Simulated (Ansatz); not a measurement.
Start from `C=C[CH2][In]([F])[F]` and change one atom or group to get `[CH3][In]([F])[F]`.

Ansatz, PBE0-D4/def2-TZVP geometries, multiplicity 1. Each molecule was computed in one conformer, which needn't be the lowest.

Elements past krypton have def2 core potentials.

```
                                      property  `C=C[CH2][In]([F])[F]`
          HOMO–LUMO gap (PBE0/def2-TZVPP) / eV                    6.78
       HOMO–LUMO gap (ωB97M-V/def2-TZVPP) / eV                   10.79
           HOMO energy (B3LYP/def2-TZVPP) / eV                   -8.16
             LUMO energy (PBE/def2-TZVPP) / eV                   -2.49
size of the dipole moment (PBE/def2-TZVPP) / D                    4.94
           HOMO–LUMO gap (PBE/def2-TZVPP) / eV                    4.72
```

(1) What does the change do to each property? (Estimate.)

## Answers

(1) Ansatz gave: 
```json
{"property": "HOMO–LUMO gap (PBE0/def2-TZVPP) / eV", "`[CH3][In]([F])[F]`": "7.55", "shift": "0.77"}
{"property": "HOMO–LUMO gap (ωB97M-V/def2-TZVPP) / eV", "`[CH3][In]([F])[F]`": "11.61", "shift": "0.82"}
{"property": "HOMO energy (B3LYP/def2-TZVPP) / eV", "`[CH3][In]([F])[F]`": "-9.00", "shift": "-0.84"}
{"property": "LUMO energy (PBE/def2-TZVPP) / eV", "`[CH3][In]([F])[F]`": "-2.58", "shift": "-0.09"}
{"property": "size of the dipole moment (PBE/def2-TZVPP) / D", "`[CH3][In]([F])[F]`": "4.45", "shift": "-0.49"}
{"property": "HOMO–LUMO gap (PBE/def2-TZVPP) / eV", "`[CH3][In]([F])[F]`": "5.15", "shift": "0.43"}
```

With PBE0 the HOMO falls by 0.85 eV and the LUMO falls by 0.09 eV, so the gap widens by about 0.76 eV. PBE moves the HOMO by -0.51 eV and ωB97M-V by -0.84 eV. Dipoles are sizes alone; their direction can turn.

Positive LUMOs are unbound, so they and the gaps depend on the basis.

B3LYP here is the variant with VWN-RPA as its local correlation; programs differ in this.
